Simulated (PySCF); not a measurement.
GeH₇NOSi, SMILES N[SiH2][O][GeH3]. Heavy atoms are numbered as in [SiH2:1]([NH2:2])[O:3][GeH3:4]. Hydrogens are named by the atom that carries them.

Geometry optimised at PBE0-D3(BJ)/def2-SVP. The structure was generated by enumeration, and PubChem lists no compound with its InChIKey, so it may never have been made. One conformer was computed; it need not be the lowest.

Computed with PBE/def2-TZVP (PySCF).

ESP charges are fitted to the potential on shells at 1.4 to 2.0 van der Waals radii. Atomic charges (e), one atom of each kind:

```json
[
 {"atom": "Si1 (SiH2)", "Mulliken": "0.38", "IAO": "1.04", "ESP fit": "0.71"},
 {"atom": "N2 (NH2)", "Mulliken": "-0.57", "IAO": "-0.83", "ESP fit": "-1.05"},
 {"atom": "O3", "Mulliken": "-0.38", "IAO": "-0.83", "ESP fit": "-0.40"},
 {"atom": "Ge4 (GeH3)", "Mulliken": "(withheld)", "IAO": "0.67", "ESP fit": "0.27"},
 {"atom": "H on Si1", "Mulliken": "-0.06", "IAO": "-0.16", "ESP fit": "-0.12"},
 {"atom": "H on N2", "Mulliken": "(withheld)", "IAO": "0.27", "ESP fit": "0.41"},
 {"atom": "H on Ge4", "Mulliken": "(withheld)", "IAO": "-0.09", "ESP fit": "-0.04"}
]
```

Some entries are withheld; supply them. (The exact figures need the calculation; the answer reports its results.)


- Ge4 (GeH3), Mulliken: 0.25
- H on N2, Mulliken: 0.23
- H on Ge4, Mulliken: -0.01
